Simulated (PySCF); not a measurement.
GeH8N2Si, SMILES [SiH2](N)[GeH2][NH2].

Geometry: PBE-D3(BJ)/def2-SVP. This is a generated structure with no PubChem entry under its InChIKey; it may be hypothetical. One conformer was computed; it need not be the lowest.

Two levels are set side by side: TDA-PBE/def2-SVPD (PySCF) and TDA-M06-2X/def2-SVPD (PySCF). Vertical, same geometry. The lowest singlet is HOMO→LUMO 99 % with PBE and HOMO→LUMO 85 % with the other functional; states are paired by order. Differences are taken from unrounded values.

```json
[
 {"quantity": "lowest singlet excitation (eV)", "TDA-M06-2X": "5.86", "TDA-PBE": "4.85", "TDA-PBE minus TDA-M06-2X": "-1.01"},
 {"quantity": "lowest triplet excitation (TDA) (eV)", "TDA-M06-2X": "5.56", "TDA-PBE": "4.65", "TDA-PBE minus TDA-M06-2X": "-0.90"},
 {"quantity": "first bright state (f over 0.05) (eV)", "TDA-M06-2X": "6.88", "TDA-PBE": "6.21", "TDA-PBE minus TDA-M06-2X": "-0.67"},
 {"quantity": "its oscillator strength", "TDA-M06-2X": "0.07", "TDA-PBE": "0.05", "TDA-PBE minus TDA-M06-2X": "-0.02"}
]
```

Functionals without exact exchange tend to place singlet excitations lower, as here. Differences between two approximate levels are no errors against the true value.

Rough cost on one machine, each run with all the roots and properties that it gave: TDA-M06-2X against TDA-PBE about 8 times.
